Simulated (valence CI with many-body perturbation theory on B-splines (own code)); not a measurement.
# Hg LXXV: calculated level list

Calculated by valence CI with perturbative core correlation (CI+MBPT): four valence electrons over a frozen Dirac-Fock core [He], a basis of 11 s, 11 p, 10 d, 8 f, 5 g, 2 h functions for each j, with the one-electron correlation potential Σ1 (screened to all orders), the two-electron term Σ2, the three-electron term Σ3, Breit, model QED; selected single and double excitations, second order for the rest, scaled by the run's own slope (own B-spline code, finite nucleus).

The last digits are not significant, and no measured levels were compared; by estimate large intervals hold to a few tenths of a per cent, small ones and those within an open d or f shell to about a per cent. Among the levels kept, up to 1400 cm⁻¹ of a level comes from second order outside the variational space, and about a tenth of that is noise between levels of different J, which matters for small intervals.

Levels 136 to 180 of 200, with energies above the lowest level, (2s^2 2p1/2^2) J=0. "Leading %" is the weight of the configuration and term that name the level; weights of strongly mixed levels are sums over their largest components and can fall short, so below about 35 % the name and the second component can differ from the true leading terms, or belong to a minority configuration. In the jj column 3d3/2^4 stands for four electrons in 3d with j = 3/2. Lifetimes count E1, E2, E3, M1 and M2 decay at the calculated energies, and are blank where another channel may lead or the interval is too uncertain; long ones can be off by a factor of two.

```csv
No.,Configuration,Term,J,E (eV),Leading %,g,Lifetime,Second component,Leading jj
136,2s²2p4p,³P,0,16926,67,,6.79 fs,33 % 2s²2p4p ¹S,2s^2 2p1/2 4p1/2 (100 %)
137,2s2p²3s,⁵P,3,16958,64,1.505,5.73 fs,36 % 2s2p²3s ³D,2s 2p3/2^2 3s (100 %)
138,2s2p²3s,³P,2,16991,56,1.334,2.24 fs,19 % 2s2p²3s ³D,2s 2p3/2^2 3s (100 %)
139,2s2p²3s,³S,1,17085,68,1.944,3.18 fs,16 % 2s2p²3s ⁵P,2s 2p3/2^2 3s (100 %)
140,2s2p²3p,³P°,2,17088,26,1.542,3.82 fs,26 % 2s2p²3p ⁵P°,2s 2p3/2^2 3p1/2 (100 %)
141,2s2p²3p,³D°,3,17089,42,1.285,1.56 fs,21 % 2s2p²3p ⁵D°,2s 2p3/2^2 3p1/2 (100 %)
142,2s2p²3s,¹P,1,17093,40,0.958,1.90 fs,32 % 2s2p²3s ³D,2s 2p3/2^2 3s (100 %)
143,2s2p²3s,³P,2,17098,61,1.348,5.59 fs,18 % 2s2p²3s ¹D,2s 2p3/2^2 3s (100 %)
144,2s2p²3s,¹S,0,17123,68,,4.12 fs,32 % 2s2p²3s ³P,2s 2p3/2^2 3s (99 %)
145,2s²2p4p,³P,1,17161,40,1.599,8.48 fs,24 % 2s²2p4p ³S,2s^2 2p1/2 4p3/2 (80 %)
146,2s²2p4p,³D,2,17168,50,1.144,11.4 fs,33 % 2s²2p4p ¹D,2s^2 2p1/2 4p3/2 (100 %)
147,2s2p²4s,⁵P,1,17187,32,1.899,4.95 fs,26 % 2s2p²4s ³S,2s 2p1/2^2 4s (80 %)
148,2s2p²4s,³P,0,17195,68,,4.12 fs,32 % 2s2p²4s ¹S,2s 2p1/2^2 4s (100 %)
149,2s²2p4d,³F°,2,17196,75,0.743,3.06 fs,20 % 2s²2p4d ¹D°,2s^2 2p1/2 4d3/2 (100 %)
150,2s²2p4d,³D°,1,17204,46,0.869,665 as,31 % 2s²2p4d ¹P°,2s^2 2p1/2 4d3/2 (92 %)
151,2s2p²3p,³P°,1,17209,33,1.292,1.48 fs,18 % 2s2p²3p ³S°,2s 2p3/2^2 3p1/2 (99 %)
152,2s2p²3p,³P°,1,17210,50,1.281,1.53 fs,22 % 2s2p²3p ¹P°,2s 2p3/2^2 3p1/2 (100 %)
153,2s2p²3p,³P°,0,17210,79,,40.9 fs,16 % 2s2p²3p ⁵D°,2s 2p3/2^2 3p1/2 (100 %)
154,2s2p²3p,³D°,2,17211,32,1.034,2.38 fs,23 % 2s2p²3p ³F°,2s 2p3/2^2 3p1/2 (99 %)
155,2s2p²4p,³P°,0,17226,53,,6.59 fs,40 % 2s2p²4p ⁵D°,2s 2p1/2^2 4p1/2 (100 %)
156,2s2p²4p,³P°,1,17228,31,1.295,4.67 fs,19 % 2s2p²4p ⁵D°,2s 2p1/2^2 4p1/2 (92 %)
157,2s²2p4d,³P°,2,17268,48,1.288,1.07 fs,36 % 2s²2p4d ³D°,2s^2 2p1/2 4d5/2 (100 %)
158,2s²2p4d,³F°,3,17269,45,1.093,1.06 fs,33 % 2s²2p4d ¹F°,2s^2 2p1/2 4d5/2 (100 %)
159,2s²2p4f,³G,3,17285,73,0.807,2.14 fs,19 % 2s²2p4f ¹F,2s^2 2p1/2 4f5/2 (100 %)
160,2s²2p4f,³F,2,17286,45,0.887,2.10 fs,33 % 2s²2p4f ¹D,2s^2 2p1/2 4f5/2 (100 %)
161,2s²2p4f,³G,4,17316,42,1.068,2.20 fs,33 % 2s²2p4f ¹G,2s^2 2p1/2 4f7/2 (100 %)
162,2s²2p4f,³D,3,17316,54,1.200,2.19 fs,30 % 2s²2p4f ³F,2s^2 2p1/2 4f7/2 (100 %)
163,2p³3s,⁵S°,2,17355,55,1.568,7.13 fs,33 % 2p³3s ³D°,2p1/2 2p3/2^2 3s (99 %)
164,2p³3s,³S°,1,17369,55,1.290,2.15 fs,44 % 2p³3s ³D°,2p1/2 2p3/2^2 3s (99 %)
165,2p³3s,³D°,3,17378,99,1.291,5.99 fs,,2p1/2 2p3/2^2 3s (99 %)
166,2p³3s,¹D°,2,17389,66,1.012,2.33 fs,33 % 2p³3s ³D°,2p1/2 2p3/2^2 3s (100 %)
167,2p³3s,³P°,0,17446,100,,4.46 fs,,2p1/2 2p3/2^2 3s (100 %)
168,2p³3p,⁵P,1,17448,46,1.627,889 as,22 % 2p³3p ³D,2p1/2 2p3/2^2 3p1/2 (100 %)
169,2p³3s,³P°,1,17448,66,1.292,3.45 fs,33 % 2p³3s ¹P°,2p1/2 2p3/2^2 3s (99 %)
170,2p³3p,³F,2,17456,34,1.186,891 as,21 % 2p³3p ⁵P,2p1/2 2p3/2^2 3p1/2 (100 %)
171,2p³3p,³F,3,17472,44,1.070,890 as,33 % 2p³3p ¹F,2p1/2 2p3/2^2 3p1/2 (100 %)
172,2s2p²4p,³P°,2,17482,37,1.493,11.3 fs,18 % 2s2p²4p ⁵P°,2s 2p1/2^2 4p3/2 (100 %)
173,2s2p²4p,³D°,1,17485,30,1.152,2.15 fs,22 % 2s2p²4p ¹P°,2s 2p1/2^2 4p3/2 (100 %)
174,2s2p²4d,³D,1,17511,48,0.486,3.15 fs,34 % 2s2p²4d ⁵F,2s 2p1/2^2 4d3/2 (100 %)
175,2s2p²4d,³D,2,17513,30,1.101,3.00 fs,15 % 2s2p²4d ⁵F,2s 2p1/2^2 4d3/2 (99 %)
176,2p³3p,³P,2,17524,50,1.288,992 as,22 % 2p³3p ¹D,2p1/2 2p3/2^2 3p1/2 (99 %)
177,2p³3p,³D,1,17536,74,0.622,890 as,22 % 2p³3p ¹P,2p1/2 2p3/2^2 3p1/2 (100 %)
178,2s2p²4d,³D,3,17581,39,1.326,1.07 fs,16 % 2s2p²4d ⁵D,2s 2p1/2^2 4d5/2 (100 %)
179,2s2p²4d,³D,2,17587,26,1.047,1.07 fs,25 % 2s2p²4d ³F,2s 2p1/2^2 4d5/2 (99 %)
180,2p³3p,³P,0,17596,65,,993 as,34 % 2p³3p ¹S,2p1/2 2p3/2^2 3p1/2 (99 %)
```

Where two levels of one J and parity lie close, their mixing, g and order are uncertain.
